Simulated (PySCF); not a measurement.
Br4Sn (SMILES [Br][Sn]([Br])([Br])[Br]), singlet, at a GFN2-xTB geometry (such geometries of metal compounds can be far from the true shape) (all electrons, no relativity); PySCF with PBE/STO-3G.

PySCF was given this input:
```python
from pyscf import gto, scf, dft

mol = gto.M(
    atom='''
Br   -0.91186099    2.25519566   -0.77092607
Sn   -0.00000000    0.00000000    0.00000000
Br   -1.75646102   -1.80817005   -0.39634669
Br    0.55773232    0.11338300    2.48752968
Br    2.11058968   -0.56040861   -1.32025692
''',
    basis='sto-3g',
    verbose=4,
)

mf = dft.RKS(mol)
mf.xc = 'pbe'
mf.kernel()
```

What the program printed (banner, timings and long lists left out):

```
PySCF version 2.14.0

[INPUT] verbose = 4
[INPUT] num. atoms = 5
[INPUT] num. electrons = 190
[INPUT] charge = 0
[INPUT] spin (= nelec alpha-beta = 2S) = 0
[INPUT] symmetry False subgroup None
[INPUT] Mole.unit = angstrom
[INPUT] Symbol           X                Y                Z      unit          X                Y                Z       unit  Magmom
[INPUT]  1 Br    -0.911860990000   2.255195660000  -0.770926070000 AA   -1.723167534775   4.261702154708  -1.456839134587 Bohr   0.0
[INPUT]  2 Sn     0.000000000000   0.000000000000   0.000000000000 AA    0.000000000000   0.000000000000   0.000000000000 Bohr   0.0
[INPUT]  3 Br    -1.756461020000  -1.808170050000  -0.396346690000 AA   -3.319230276274  -3.416946181141  -0.748986694478 Bohr   0.0
[INPUT]  4 Br     0.557732320000   0.113383000000   2.487529680000 AA    1.053961335618   0.214262817182   4.700749821927 Bohr   0.0
[INPUT]  5 Br     2.110589680000  -0.560408610000  -1.320256920000 AA    3.988436456533  -1.059018790748  -2.494923992862 Bohr   0.0

nuclear repulsion = 2384.98882701274
number of shells = 43
number of NR pGTOs = 297
number of NR cGTOs = 99
basis = sto-3g
ecp = {}

******** <class 'pyscf.dft.rks.RKS'> ********
method = RKS
initial guess = minao
damping factor = 0
level_shift factor = 0
DIIS = <class 'pyscf.scf.diis.CDIIS'>
diis_start_cycle = 1
diis_space = 8
diis_damp = 0
SCF conv_tol = 1e-09
SCF conv_tol_grad = None
SCF max_cycles = 50
direct_scf = True
direct_scf_tol = 1e-13
XC library pyscf.dft.libxc version 7.1.2
    S. Lehtola, C. Steigemann, M. J. T. Oliveira, and M. A. L. Marques,  SoftwareX 7, 1–5 (2018)
XC functionals = pbe
    J. P. Perdew, K. Burke, and M. Ernzerhof,  Phys. Rev. Lett. 77, 3865 (1996)
    J. P. Perdew, K. Burke, and M. Ernzerhof,  Phys. Rev. Lett. 78, 1396 (1997)
    J. P. Perdew, K. Burke, and M. Ernzerhof,  Phys. Rev. Lett. 77, 3865 (1996)
    J. P. Perdew, K. Burke, and M. Ernzerhof,  Phys. Rev. Lett. 78, 1396 (1997)
radial grids:
    Treutler-Ahlrichs [JCP 102, 346 (1995); DOI:10.1063/1.469408] (M4) radial grids

becke partition: Becke, JCP 88, 2547 (1988); DOI:10.1063/1.454033
pruning grids: <function nwchem_prune>
grids dens level: 3
symmetrized grids: False
atomic radii adjust function: <function treutler_atomic_radii_adjust>
small_rho_cutoff = 0
Set gradient conv threshold to 3.16228e-05
Initial guess from minao.
tot grids = 103656
init E= -16116.9830583779
  HOMO = -0.906533307160885  LUMO = -0.771263406266559  gap/eV = 3.68088
cycle= 1 E= -16147.1776041012  delta_E= -30.2  |g|= 0.309  |ddm|= 3.21
  HOMO = -0.155104753646715  LUMO = 0.000772404859224168  gap/eV = 4.24163
cycle= 2 E= -16147.1940840616  delta_E= -0.0165  |g|= 0.117  |ddm|= 0.829
  HOMO = -0.158607078058515  LUMO = -0.0207979025344162  gap/eV = 3.74998
cycle= 3 E= -16147.1964204574  delta_E= -0.00234  |g|= 0.103  |ddm|= 0.594
  HOMO = -0.160544698789436  LUMO = -0.0141486874747406  gap/eV = 3.98364
cycle= 4 E= -16147.2027645935  delta_E= -0.00634  |g|= 0.00107  |ddm|= 0.264
  HOMO = -0.160309714039227  LUMO = -0.013987962929217  gap/eV = 3.98162
cycle= 5 E= -16147.2027654107  delta_E= -8.17e-07  |g|= 4.35e-05  |ddm|= 0.00363
  HOMO = -0.160318301223505  LUMO = -0.0139972269144317  gap/eV = 3.98160
cycle= 6 E= -16147.2027654114  delta_E= -6.66e-10  |g|= 6.86e-06  |ddm|= 7.98e-05
  HOMO = -0.16031822856828  LUMO = -0.0139960031577508  gap/eV = 3.98163
Extra cycle  E= -16147.2027654113  delta_E= 5.46e-11  |g|= 9.22e-06  |ddm|= 4.42e-05
converged SCF energy = -16147.2027654113
```
